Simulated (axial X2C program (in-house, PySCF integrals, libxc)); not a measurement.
# Levels of AsS by electron attachment to AsS⁺ (EOM-EA-CCSD)

Calculated with an axial X2C code built on PySCF integrals: two-component X2C with atomic mean-field Coulomb and Gaunt terms, Gaussian nuclei, basis As dyall-acv3z, S dyall-av3z with contracted cores.

R = 2.013 Å (near the PBE0 minimum at charge 0 of the determinant lowest at the starting distance; the state shown can have its own minimum elsewhere).

Levels of AsS obtained by attaching an electron to AsS⁺:

```json
{"Ω": "1/2", "binding energy (eV)": "7.711", "above lowest (cm⁻¹)": "0", "attached spinor": "51% As pπ, 23% S pπ, 11% S dπ", "one-particle weight": "0.95"}
{"Ω": "3/2", "binding energy (eV)": "7.585", "above lowest (cm⁻¹)": "1013", "attached spinor": "54% As pπ, 20% S pπ, 11% S dπ", "one-particle weight": "0.95"}
{"Ω": "1/2", "binding energy (eV)": "3.694", "above lowest (cm⁻¹)": "32398", "attached spinor": "40% As pσ, 23% As dσ, 16% S pσ", "one-particle weight": "0.96"}
{"Ω": "1/2", "binding energy (eV)": "3.187", "above lowest (cm⁻¹)": "36486", "attached spinor": "65% As sσ, 17% S sσ, 7% S dσ", "one-particle weight": "0.98"}
```

Take the first Ω = 1/2 and Ω = 3/2 rows of π character: how far apart are they, and which lies lower?

E(3/2) − E(1/2) = 1013 − 0 = 1013 cm⁻¹ at EOM-EA-CCSD: regular, Ω = 1/2 lower. Splittings at this level can be off by ten to twenty per cent.

This point took 8.1 s on 1 thread of AMD EPYC 9R45 96-Core Processor (Zen 5), with other jobs on the host.

Reference electrons by ω block (each with its −ω partner): 1/2: 17, 3/2: 6, 5/2: 1. 10 electrons of AsS⁺ correlated (inner shells frozen), 92 natural virtual spinors (a truncated set); levels can be off by some tenths of an eV. Roots sought by Ω: (1/2: 5, 3/2: 4, 5/2: 2, 7/2: 1); the list ends where they run out and leaves out roots under 60 % one-particle weight. The solver can skip a root, and states that need a further excitation, which the method places far too high, are missing though they may lie low or lowest. T1 of the reference 0.028 (Lee–Taylor). The reference was not checked to be the lowest state of its species. Number of frozen shells: As 3 s, 2 p, 1 d; S 2 s, 1 p. Large amplitudes in the reference (orbital relaxation or multireference character) lower the reliability.
